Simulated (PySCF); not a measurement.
C₂H₈BFN₂, SMILES C[C@H](F)B(N)N. Atoms are numbered in the order given.

```xyz
14

C      1.7564    -0.3516     0.6415
C      0.7474     0.0667    -0.4127
F      0.8575     1.4648    -0.5828
B     -0.7642    -0.3014    -0.0343
N     -1.1362    -1.6639     0.0914
N     -1.6460     0.7753     0.1872
H      1.5166     0.1165     1.6096
H      2.7785    -0.0535     0.3571
H      1.7410    -1.4439     0.7832
H      1.0265    -0.3845    -1.3865
H     -0.5019    -2.4269    -0.1001
H     -2.0699    -1.9737     0.3280
H     -1.3112     1.7230     0.0671
H     -2.6228     0.6962     0.4351
```
Charge 0, spin multiplicity 1.

The structure is a stationary point at r2SCAN-D4/def2-SVP. The structure was generated by enumeration; whether it is a known compound was not checked. The values are those of a single conformer.

These are PBE0/def2-TZVP (PySCF) values and carry that method's errors.

ESP charges are fitted to the potential on shells at 1.4 to 2.0 van der Waals radii. Atomic charges (e):

```
atom  Mulliken  Löwdin   IAO  ESP fit
----  --------  ------  ----  -------
C1       -0.34   -0.29     ?    -0.45
C2        0.07   -0.28  0.05     0.35
F3       -0.27    0.07     ?    -0.32
B4        0.22   -0.83  0.29     0.63
N5       -0.55    0.02     ?    -1.16
N6       -0.53    0.04     ?    -1.12
H7        0.13    0.13  0.15     0.13
H8        0.13    0.12  0.15     0.12
H9        0.10    0.13  0.14     0.11
H10       0.09    0.15     ?    -0.01
H11       0.24    0.18  0.27     0.41
H12       0.23    0.17  0.27     0.46
H13       0.26    0.19  0.29     0.41
H14       0.22    0.17  0.27     0.45
```

Task: Some entries are withheld; supply them. (An estimate is asked for; the answer gives what the named calculation found.)

Result: 
- C1, IAO: -0.42
- F3, IAO: -0.35
- N5, IAO: -0.62
- N6, IAO: -0.60
- H10, IAO: 0.14

Task: Give the Mayer and Wiberg (Löwdin basis) orders of the bonds. (The exact figures need the calculation; the answer reports its results.)

Result: 
| bond | Mayer | Wiberg |
|---|---|---|
| C1–C2 | 0.98 | 1.26 |
| C2–F3 | 0.94 | 1.51 |
| C2–B4 | 1.00 | 1.07 |
| B4–N5 | 1.26 | 1.75 |
| B4–N6 | 1.32 | 1.79 |
| C1–H7 | 0.97 | 0.89 |
| C1–H8 | 0.97 | 0.90 |
| C1–H9 | 0.95 | 0.89 |
| C2–H10 | 0.94 | 0.80 |
| N5–H11 | 0.92 | 0.90 |
| N5–H12 | 0.91 | 0.91 |
| N6–H13 | 0.90 | 0.89 |
| N6–H14 | 0.92 | 0.91 |
